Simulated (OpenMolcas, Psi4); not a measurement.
CrO3 (chromic anhydride): a line through the functionals

CrO3 has 4 atoms, charge 0, and is taken as a singlet. As SMILES, `[O]=[Cr](=[O])=[O]`. Geometry: relaxed at PBE0-D4/def2-TZVP.

The dipole moment y, in D, basis def2-SVP; a is the functional's share of exact exchange. Programs: OpenMolcas 26.06, Psi4 1.11.

| functional | program | a | y (D) |
| --- | --- | --- | --- |
| revPBE | OpenMolcas | 0 | 2.68 |
| TPSS | OpenMolcas | 0 | 2.74 |
| TPSSh | Psi4 | 0.1 | 2.79 |
| B3LYP | OpenMolcas | 0.2 | 2.76 |
| PBE0 | OpenMolcas | 0.25 | ? |
| BHLYP | OpenMolcas | 0.5 | 2.91 |

Q: Fit y = c + s·a to the known rows and predict PBE0.

A: 
1. Means of the 5 rows: a = 0.1600, y = 2.776.
2. Σ(Δa)² = 0.172, Σ(Δa·Δy) = 0.0652, so the slope is 0.0652/0.172 = 0.37907.
3. Intercept: 2.776 − (0.37907) × 0.1600 = 2.715. The largest residual of the fit is 0.037.
4. PBE0: 2.715 + (0.37907) × 0.25 = 2.81 D.

The run gave 2.81 D, so the prediction is off by 0.00 D: they agree to the digits shown. More exact exchange makes the molecule more polar here. The rows mix families of semi-local functionals, which the line can't see.
